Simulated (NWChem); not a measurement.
System: BHF, doublet; SMILES [BH]F

Input file for NWChem:

```
start job
memory heap 200 mb stack 900 mb global 1100 mb
geometry units angstroms noautosym nocenter noautoz
  B      0.140495     0.717025     0.000000
  F      0.027839    -0.578859     0.000000
  H     -0.836049     1.425126     0.000000
end
basis spherical
  * library aug-cc-pvtz-j
end
dft
  odft
  mult 2
  xc pbe0
  iterations 150
end
property
  hyperfine
end
task dft property
```

NWChem printed, in part:

```
             Northwest Computational Chemistry Package (NWChem) 7.3.0
             --------------------------------------------------------

                             Geometry "geometry" -> ""
                             -------------------------

 Output coordinates in angstroms (scale by  1.889725989 to convert to a.u.)

  No.       Tag          Charge          X              Y              Z
 ---- ---------------- ---------- -------------- -------------- --------------
    1 B                    5.0000     0.14049500     0.71702500     0.00000000
    2 F                    9.0000     0.02783900    -0.57885900     0.00000000
    3 H                    1.0000    -0.83604900     1.42512600     0.00000000

 Effective nuclear repulsion energy (a.u.)      22.6826989079

                              NWChem Property Module
                              ----------------------

  itol2e modified to match energy
  convergence criterion.

                                 NWChem DFT Module
                                 -----------------

 Summary of "ao basis" -> "ao basis" (spherical)
 ------------------------------------------------------------------------------
       Tag                 Description            Shells   Functions and Types
 ---------------- ------------------------------  ------  ---------------------
 B                       aug-cc-pvtz-j              18       46   9s5p3d1f
 F                       aug-cc-pvtz-j              18       46   9s5p3d1f
 H                       aug-cc-pvtz-j              10       20   6s3p1d

  itol2e modified to match energy
  convergence criterion.

            General Information
            -------------------
          SCF calculation type: DFT
          Wavefunction type:  spin polarized.
          No. of atoms     :     3
          No. of electrons :    15
           Alpha electrons :     8
            Beta electrons :     7
          Charge           :     0
          Spin multiplicity:     2
          Use of symmetry is: off; symmetry adaption is: off
          Maximum number of iterations: 150
          AO basis - number of functions:   112
                     number of shells:    46
          Convergence on energy requested:  1.00D-07
          Convergence on density requested:  1.00D-05
          Convergence on gradient requested:  5.00D-04

              XC Information
              --------------
                         PBE0 Method XC Functional
                     Hartree-Fock (Exact) Exchange  0.250
          PerdewBurkeErnzerhof Exchange Functional  0.750
            Perdew 1991 LDA Correlation Functional  1.000 local
           PerdewBurkeErnz. Correlation Functional  1.000 non-local

             Grid Information
             ----------------
          Grid used for XC integration:  fine
          Radial quadrature: Mura-Knowles
          Angular quadrature: Lebedev.
          Tag              B.-S. Rad. Rad. Pts. Rad. Cut. Ang. Pts.
          ---              ---------- --------- --------- ---------
          B                   0.85       70          13.0       590
          F                   0.50       70          12.0       590
          H                   0.35       60          13.0       590
          Grid pruning is: on
          Number of quadrature shells:   200
          Spatial weights used:  Erf1

      Superposition of Atomic Density Guess
      -------------------------------------

 Sum of atomic energies:        -124.44799447

      Non-variational initial energy
      ------------------------------

 Total energy =    -124.759778
 1-e energy   =    -216.573590
 2-e energy   =      69.131112
 HOMO         =      -0.097723
 LUMO         =       0.009517

   convergence    iter        energy       DeltaE   RMS-Dens  Diis-err
 ---------------- ----- ----------------- --------- --------- ---------
 d= 0,ls=0.0,diis     1   -125.1096802978 -1.48D+02  9.84D-03  2.71D-01
                                                     7.29D-03  2.62D-01
 d= 0,ls=0.0,diis     2   -125.0913501703  1.83D-02  4.15D-03  2.32D-01
                                                     4.09D-03  2.33D-01
 d= 0,ls=0.0,diis     3   -125.1552528721 -6.39D-02  9.60D-04  4.94D-02
                                                     9.07D-04  4.83D-02
 d= 0,ls=0.0,diis     4   -125.1682531881 -1.30D-02  5.75D-04  6.51D-04
                                                     2.47D-04  4.40D-04
 d= 0,ls=0.0,diis     5   -125.1685573751 -3.04D-04  6.68D-05  1.84D-05
                                                     8.31D-05  2.26D-05
  Resetting Diis
 d= 0,ls=0.0,diis     6   -125.1685786101 -2.12D-05  4.07D-05  2.14D-06
                                                     2.68D-05  2.13D-06
 d= 0,ls=0.0,diis     7   -125.1685814190 -2.81D-06  5.98D-06  1.26D-07
                                                     5.63D-06  9.38D-08
 d= 0,ls=0.0,diis     8   -125.1685815439 -1.25D-07  2.04D-06  5.75D-08
                                                     2.39D-06  8.85D-08
 d= 0,ls=0.0,diis     9   -125.1685815723 -2.84D-08  2.70D-06  3.11D-08
                                                     1.89D-06  1.60D-08

         Total DFT energy =     -125.168581572326
      One electron energy =     -217.448281123111
           Coulomb energy =       84.321235163295
    Exchange-Corr. energy =      -14.724234520373
 Nuclear repulsion energy =       22.682698907862

 Numeric. integr. density =       15.000000065612

                    DFT Final Alpha Molecular Orbital Analysis
                    ------------------------------------------

 Vector    6  Occ=1.000000D+00  E=-5.074738D-01
              MO Center=  3.8D-02, -4.7D-01,  6.3D-10, r^2= 6.0D-01
   Bfn.  Coefficient  Atom+Function         Bfn.  Coefficient  Atom+Function
  ----- ------------  ---------------      ----- ------------  ---------------
    58      0.747302  2 F  pz                12      0.327613  1 B  pz
    67      0.297392  2 F  pz                21     -0.161279  1 B  pz
    26     -0.028581  1 B  d -1              70      0.026859  2 F  pz

 Vector    7  Occ=1.000000D+00  E=-4.513917D-01
              MO Center= -2.4D-01,  8.8D-01, -1.1D-10, r^2= 1.5D+00
   Bfn.  Coefficient  Atom+Function         Bfn.  Coefficient  Atom+Function
  ----- ------------  ---------------      ----- ------------  ---------------
    11      0.583098  1 B  py                93      0.359324  3 H  s
     7      0.313893  1 B  s                 20     -0.291052  1 B  py
    57     -0.283932  2 F  py                56      0.280538  2 F  px
     8      0.160747  1 B  s                 65      0.117960  2 F  px
     1     -0.109052  1 B  s                 10     -0.107114  1 B  px

 Vector    8  Occ=1.000000D+00  E=-2.297214D-01
              MO Center=  4.5D-01,  8.6D-01, -7.5D-11, r^2= 1.7D+00
   Bfn.  Coefficient  Atom+Function         Bfn.  Coefficient  Atom+Function
  ----- ------------  ---------------      ----- ------------  ---------------
    10      0.893081  1 B  px                 8      0.337009  1 B  s
     7      0.304257  1 B  s                 56     -0.285589  2 F  px
    19     -0.279604  1 B  px                11      0.241408  1 B  py
    93     -0.220039  3 H  s                 97     -0.152849  3 H  s
    65     -0.149126  2 F  px                 1     -0.087627  1 B  s

 Vector    9  Occ=0.000000D+00  E=-5.729098D-02
              MO Center=  1.3D-01,  8.3D-01, -2.4D-10, r^2= 2.8D+00
   Bfn.  Coefficient  Atom+Function         Bfn.  Coefficient  Atom+Function
  ----- ------------  ---------------      ----- ------------  ---------------
    12      0.969778  1 B  pz                58     -0.283670  2 F  pz
    67     -0.175185  2 F  pz                24      0.170745  1 B  pz
    70     -0.121301  2 F  pz                18      0.077259  1 B  pz
    21     -0.073628  1 B  pz               107      0.033971  3 H  pz
   104      0.030720  3 H  pz                36      0.029354  1 B  d -1

 Vector   10  Occ=0.000000D+00  E= 8.202893D-03
              MO Center= -2.5D-01,  2.9D-01, -9.8D-10, r^2= 1.5D+01
   Bfn.  Coefficient  Atom+Function         Bfn.  Coefficient  Atom+Function
  ----- ------------  ---------------      ----- ------------  ---------------
    98      3.592703  3 H  s                  9     -2.453133  1 B  s
     8     -1.085290  1 B  s                 97      1.032107  3 H  s
    22      0.796358  1 B  px                23     -0.758571  1 B  py
    19      0.425931  1 B  px                20     -0.252712  1 B  py
    11     -0.221643  1 B  py                 7     -0.189202  1 B  s

 Vector   11  Occ=0.000000D+00  E= 2.122096D-02
              MO Center=  4.8D-02,  1.7D+00, -4.1D-10, r^2= 1.6D+01
   Bfn.  Coefficient  Atom+Function         Bfn.  Coefficient  Atom+Function
  ----- ------------  ---------------      ----- ------------  ---------------
    23      0.915731  1 B  py                98      0.706178  3 H  s
    55     -0.677538  2 F  s                  9     -0.549176  1 B  s
     8      0.458497  1 B  s                 20     -0.404488  1 B  py
    69     -0.297908  2 F  py                97      0.222031  3 H  s
    22      0.208195  1 B  px                 7     -0.093313  1 B  s

                     DFT Final Beta Molecular Orbital Analysis
                     -----------------------------------------

 Vector    5  Occ=1.000000D+00  E=-5.069666D-01
              MO Center= -7.5D-02, -2.4D-01, -3.1D-10, r^2= 9.8D-01
   Bfn.  Coefficient  Atom+Function         Bfn.  Coefficient  Atom+Function
  ----- ------------  ---------------      ----- ------------  ---------------
    56      0.685123  2 F  px                10      0.385644  1 B  px
    65      0.274227  2 F  px                11     -0.249851  1 B  py
    19     -0.179623  1 B  px                93     -0.167284  3 H  s
    20      0.135655  1 B  py                57      0.077636  2 F  py
     8     -0.068824  1 B  s                  7     -0.064086  1 B  s

 Vector    6  Occ=1.000000D+00  E=-5.059400D-01
              MO Center=  3.4D-02, -4.8D-01,  9.3D-10, r^2= 5.8D-01
   Bfn.  Coefficient  Atom+Function         Bfn.  Coefficient  Atom+Function
  ----- ------------  ---------------      ----- ------------  ---------------
    58      0.751545  2 F  pz                12      0.312286  1 B  pz
    67      0.301616  2 F  pz                21     -0.155308  1 B  pz
    26     -0.029172  1 B  d -1              70      0.028325  2 F  pz

 Vector    7  Occ=1.000000D+00  E=-4.259783D-01
              MO Center= -3.2D-01,  8.8D-01, -8.8D-11, r^2= 1.5D+00
   Bfn.  Coefficient  Atom+Function         Bfn.  Coefficient  Atom+Function
  ----- ------------  ---------------      ----- ------------  ---------------
    11      0.528745  1 B  py                93      0.375053  3 H  s
    56      0.325980  2 F  px                 7      0.276621  1 B  s
    20     -0.265185  1 B  py                57     -0.233066  2 F  py
    10     -0.215565  1 B  px                 8      0.152831  1 B  s
    65      0.141656  2 F  px                97      0.114085  3 H  s

[...]

          ----------------------
          Hyperfine Interactions
          ----------------------

 Total Spin Density (Fermi Contact Term)
 ------------------ --------------------
     Atom            x         y         z       Density (a.u.)      Aiso(MHz)     Aiso(Gauss)
     1  11-B      0.26550   1.35498   0.00000       0.345695        495.852639     176.932253
     2  19-F      0.05261  -1.09388   0.00000       0.062445        262.734264      93.749960
     3   1-H     -1.57990   2.69310   0.00000       0.046546        208.053542      74.238552

           -------------------------------------------
           Anisotropic Interaction (Spin-Dipolar Term)
           -------------------------------------------

 ------------------------------------------------------------
     Atom            x         y         z
 ------------------------------------------------------------
     1  11-B      0.26550   1.35498   0.00000

   Spin-Dipolar term (a.u.)
        xx             yy             zz             xy             xz             yz
 ------------------------------------------------------------------------------------------
       0.355685      -0.158616      -0.197070       0.186477      -0.000000      -0.000000

   Principal Comp. of -hf- tensor (au)            Anisotropic -hfcc- (MHz)               Anisotropic -hfcc- (Gauss)
 --------------------------------------------------------------------------------------------------------------------------
      0.416183    -0.219113    -0.197070      71.256619   -37.515388   -33.741231      25.426091   -13.386401   -12.039690

   Orientation of the principal axis of Hyperfine Tensor w.r.t absolute (molecular) frame
 --------------------------------------------------------------------------------------------------------------------------
      0.951196    -0.308589     0.000000
      0.308589     0.951196    -0.000000
     -0.000000     0.000000     1.000000

 ------------------------------------------------------------
     Atom            x         y         z
 ------------------------------------------------------------
     2  19-F      0.05261  -1.09388   0.00000

   Spin-Dipolar term (a.u.)
        xx             yy             zz             xy             xz             yz
 ------------------------------------------------------------------------------------------
       0.545635      -0.184552      -0.361083       0.260099      -0.000000      -0.000000

   Principal Comp. of -hf- tensor (au)            Anisotropic -hfcc- (MHz)               Anisotropic -hfcc- (Gauss)
 --------------------------------------------------------------------------------------------------------------------------
      0.628811    -0.267728    -0.361083     315.804780  -134.459649  -181.345132     112.686808   -47.978465   -64.708343

   Orientation of the principal axis of Hyperfine Tensor w.r.t absolute (molecular) frame
 --------------------------------------------------------------------------------------------------------------------------
      0.952484    -0.304588    -0.000000
      0.304588     0.952484     0.000000
     -0.000000    -0.000000     1.000000

 ------------------------------------------------------------
     Atom            x         y         z
 ------------------------------------------------------------
     3   1-H     -1.57990   2.69310   0.00000

   Spin-Dipolar term (a.u.)
        xx             yy             zz             xy             xz             yz
 ------------------------------------------------------------------------------------------
       0.017979       0.009276      -0.027256      -0.023207      -0.000000      -0.000000

   Principal Comp. of -hf- tensor (au)            Anisotropic -hfcc- (MHz)               Anisotropic -hfcc- (Gauss)
 --------------------------------------------------------------------------------------------------------------------------
      0.037240    -0.009984    -0.027256      19.869385    -5.326938   -14.542447       7.089879    -1.900781    -5.189098

   Orientation of the principal axis of Hyperfine Tensor w.r.t absolute (molecular) frame
 --------------------------------------------------------------------------------------------------------------------------
      0.769511     0.638634     0.000000
     -0.638634     0.769511     0.000000
      0.000000    -0.000000     1.000000
```

Level: PBE0/aug-cc-pVTZ-J, spin-unrestricted, contact and dipolar terms. In the optimisation the excess spin sits in a' (Cs, its own frame). Structure relaxed at the PBE0-D3(BJ)/def2-TZVP, spin-unrestricted level. No stability test was run on the SCF state.
